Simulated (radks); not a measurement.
Eu, configuration [Xe] 4f7 6s1 6d1 (not the ground configuration). Method: scalar-relativistic Kohn-Sham, PBE, spin-polarised, spherical densities, finite nucleus; open shells are filled with parallel spins first (spin-orbit coupling, left out, can overturn this in heavy ions); Fermi nuclear charge, rms radius 5.1115 fm; computed with a radial shooting solver on a logarithmic mesh with Libxc functionals. Some entries of the table are withheld. Estimate them.

orbital,occ.,eigenvalue (hartree),<1/r> (bohr^-1)
1s up,1,-1777.382,70.22
1s down,1,-1777.381,70.22
2s up,1,-291.9433,16.27
2s down,1,-291.9418,16.27
2p up,3,-260.1403,15.23
2p down,3,-260.1392,15.23
3s up,1,-64.33993,5.961
3s down,1,-64.25592,5.967
3p up,3,-54.43988,5.611
3p down,3,-54.35628,5.618
3d up,5,-41.19074,5.325
3d down,5,-41.12656,5.331
4s up,1,-12.92723,2.506
4s down,1,-12.72206,2.506
4p up,3,-9.67167,2.304
4p down,3,-9.46682,2.304
4d up,5,-5.13523,2.024
4d down,5,-4.93088,2.022
5s up,1,-1.80641,0.9640
5s down,1,-1.68737,0.9443
5p up,3,(1),(2)
5p down,3,(3),(4)
4f up,7,-0.27746,(5)
6s up,1,-0.23068,0.3259
4f down,0,-0.10033,(6)
6d up,1,-0.02909,0.1091

Answer. 
(1) 5p up eigenvalue (hartree): -1.03004
(2) 5p up <1/r> (bohr^-1): 0.8082
(3) 5p down eigenvalue (hartree): -0.93857
(4) 5p down <1/r> (bohr^-1): 0.7869
(5) 4f up <1/r> (bohr^-1): 1.423
(6) 4f down <1/r> (bohr^-1): 1.354
